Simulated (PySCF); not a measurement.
Species: C₆H₆OS.
SMILES: `CC(=O)c1cccs1`

Torsions of this conformer, `[CH3:1][C:2](=[O:3])[c:4]1[cH:5][cH:6][cH:7][s:8]1`: C1–C2–C4–C5 180°.

The closed-shell ground state was solved at several levels (PySCF, density fitting, gas phase, non-relativistic). The structure is a single PBE0-D3(BJ)/def2-SVP conformer in the gas phase; no vibrational or solvent corrections.

| level | basis functions | total energy (Eh) | HOMO (eV) | LUMO (eV) | gap (eV) | dipole (D) |
| --- | --- | --- | --- | --- | --- | --- |
| PBE0/def2-SVPD | 218 | -704.8373 | -7.31 | -1.89 | 5.42 | 3.07 |
| PBE0/6-311+G(2d,p) | 260 | -705.2614 | -7.23 | -1.84 | 5.39 | 3.05 |
| PBE0/pcSseg-1 | 173 | -705.1092 | -7.29 | -1.82 | 5.47 | 2.98 |
| PBE0/STO-3G | 50 | -696.9344 | -4.14 | 1.47 | 5.61 | 2.25 |
| mPW1PW91/pcSseg-1 | 173 | -705.5488 | -7.31 | -1.85 | 5.46 | 3.00 |
| PBE0/6-31G | 88 | -705.0189 | -7.12 | -1.59 | 5.53 | 2.99 |
| HF/pcSseg-1 | 173 | -702.9999 | -9.30 | 1.73 | 11.03 | 3.22 |
| PBE0/6-31G* | 128 | -705.1383 | -6.98 | -1.49 | 5.49 | 2.82 |

Problem. What might CAM-B3LYP/pcSseg-1 (173 basis functions) give for the same quantities?

Solution. Total energy -705.4592 Eh, HOMO -8.47 eV, LUMO -0.72 eV, gap 7.75 eV, dipole 3.00 D.

Problem. Over all these levels, which gives the widest orbital gap and which the narrowest?

Solution. HF/pcSseg-1 (Hartree–Fock, all exact exchange) has the widest, 11.03 eV, and PBE0/6-311+G(2d,p) (global hybrid, 25 % exact exchange) the narrowest, 5.39 eV. Functional and basis both differ between the two, so the spread mixes both effects. The HOMO need not be the same orbital at Hartree–Fock and at DFT levels.

Problem. How much does the basis alone move the frontier levels among the 6 PBE0 rows?

Solution. The HOMO by 3.17 eV and the LUMO by 3.36 eV. By rising basis size (HOMO, LUMO in eV): STO-3G -4.14, 1.47; 6-31G -7.12, -1.59; 6-31G* -6.98, -1.49; pcSseg-1 -7.29, -1.82; def2-SVPD -7.31, -1.89; 6-311+G(2d,p) -7.23, -1.84.

Problem. How far do the dipole and the HOMO energy spread over the levels?

Solution. The dipole runs from 2.25 to 3.22 D (mean 2.93 D) and the HOMO from -9.30 to -4.14 eV.
